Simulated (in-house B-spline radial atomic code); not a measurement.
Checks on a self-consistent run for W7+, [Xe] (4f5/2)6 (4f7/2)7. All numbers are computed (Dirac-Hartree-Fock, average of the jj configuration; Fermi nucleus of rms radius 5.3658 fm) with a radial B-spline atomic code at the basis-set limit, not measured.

```
orbital  q       ε (Eh)    <1/r>         <r²>  small-component weight
  1s1/2  2  -2575.19226   87.037  0.000463009                0.077877
  2s1/2  2   -452.76499  21.1959   0.00705537                0.017669
  2p1/2  2   -432.18280  21.1172   0.00505517                0.017692
  2p3/2  4   -382.37319  17.7594   0.00625104                0.015982
  3s1/2  2   -109.61593  7.79523    0.0459234               0.0058382
  3p1/2  2   -100.49923  7.69561    0.0422735               0.0057645
  3p3/2  4    -89.54694  6.83333     0.048768               0.0052842
  3d3/2  4    -74.40901   6.7054    0.0379734               0.0051371
  3d5/2  6    -72.02843  6.50294    0.0397325                0.005004
  4s1/2  2    -26.91142  3.25798     0.227382               0.0018991
  4p1/2  2    -23.09871  3.14616     0.235015                0.001809
  4p3/2  4    -20.49442  2.86224     0.267861                0.001642
  4d3/2  4    -14.22439  2.64499     0.292183               0.0014446
  4d5/2  6    -13.67628  2.57271     0.304917               0.0013938
  4f5/2  6     -5.77473  2.16621     0.397139                0.001031
  4f7/2  7     -5.66399  2.13648     0.408517               0.0010095
  5s1/2  2     -7.01055  1.29349      1.20035              0.00044418
  5p1/2  2     -5.67283  1.19433      1.38423                 0.00039
  5p3/2  4     -5.22350  1.10148       1.5726              0.00034689
```

Electron-electron repulsion V_ee = 5745.1698 hartree.

(1) What total energy follows from the eigenvalues?

(2) Does the Dirac virial theorem hold?

(3) What diamagnetic shielding (Lamb formula) and susceptibility (Langevin formula) do the radii give?

## Answers

(1) The eigenvalues count the repulsion twice, so E = Σqε - V_ee = -10399.508 - 5745.170 = -16144.678 hartree; the run printed -16144.678.

(2) For a point nucleus E = -2c²Σq·w, with w the small-component weight. Here Σq·w = 0.42975 and c = 137.0360, so the ratio E/(-2c²Σq·w) is 1.000263; the finite nucleus accounts for the departure from 1.

(3) σ = (α²/3)Σq<1/r> = 541.5/(3·137.036²) = 9611.9 ppm, and χ = -0.79199×10⁻⁶·Σq<r²> = -17.83×10⁻⁶ cm³/mol with Σq<r²> = 22.508 bohr². Both are non-relativistic formulas without the paramagnetism of open shells; for so heavy an element the full relativistic shielding is larger by tens of per cent.
